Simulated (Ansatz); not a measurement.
`C[CH](C)[GeH3]`, 14 atoms. Charge 0, multiplicity 1. Correlated methods include outer-core shells of Ge, which these sets cover unevenly. Scalar relativity is left out up to krypton. Hardware: A = 2 threads of a server CPU on a shared host; B = 2 threads of an AMD EPYC 7R13 on a shared host and a share of an NVIDIA H100 80 GB. Correlated methods freeze the cores. Open-shell runs search over several starts.

(1) How many basis functions does each run have, and how long does it take in Ansatz? UKS B2PLYP (frozen core)/def2-TZVPP energy of the cation [A]; UKS PBE-D4/def2-TZVPP energy of the cation [A]; RKS PBE0-D4/def2-QZVPP energy [B]; RKS ωB97M-V/def2-QZVPP energy [B]; RKS HSE06 (plane-wave form)-D4/def2-TZVPP energy [A]; direct RPA on PBE orbitals/def2-TZVPP energy [A]; RHF-CCSD(T)/def2-SVP energy [A]; UKS ωB97M-V/def2-TZVPP energy of the cation [A]; UKS B3LYP-D4/def2-TZVPP energy of the cation [A]; RKS PBE0-D4/def2-TZVP frequencies [A]; RKS PBE0-D4/def2-SVP energy [A]; UKS r2SCAN-D4/def2-TZVPP energy of the cation [A]. (Best estimate.)

Answers

(1) Computed: Other jobs shared the machine, so times are rough.

| level | job | functions | wall time | peak host memory (GiB) |
| --- | --- | --- | --- | --- |
| RKS PBE0-D4/def2-SVP | energy [A] | 124 | 3.9 s | 0.35 |
| RKS HSE06 (plane-wave form)-D4/def2-TZVPP | energy [A] | 281 | 10 s | 0.85 |
| RKS PBE0-D4/def2-QZVPP | energy [B] | 560 | 14 s | 1.1 |
| direct RPA on PBE orbitals/def2-TZVPP | energy [A] | 281 | 16 s | 0.8 |
| RKS ωB97M-V/def2-QZVPP | energy [B] | 560 | 21 s | 1.2 |
| UKS PBE-D4/def2-TZVPP | energy of the cation [A] | 281 | 22 s | 0.64 |
| RHF-CCSD(T)/def2-SVP | energy [A] | 124 | 29 s | 0.78 |
| UKS B3LYP-D4/def2-TZVPP | energy of the cation [A] | 281 | 33 s | 1.1 |
| UKS r2SCAN-D4/def2-TZVPP | energy of the cation [A] | 281 | 41 s | 0.7 |
| UKS B2PLYP (frozen core)/def2-TZVPP | energy of the cation [A] | 281 | 58 s | 1.3 |
| UKS ωB97M-V/def2-TZVPP | energy of the cation [A] | 281 | 84 s | 1.5 |
| RKS PBE0-D4/def2-TZVP | frequencies [A] | 201 | 12 min | 0.62 |

B3LYP here is the variant with VWN-RPA as its local correlation; programs differ in this.
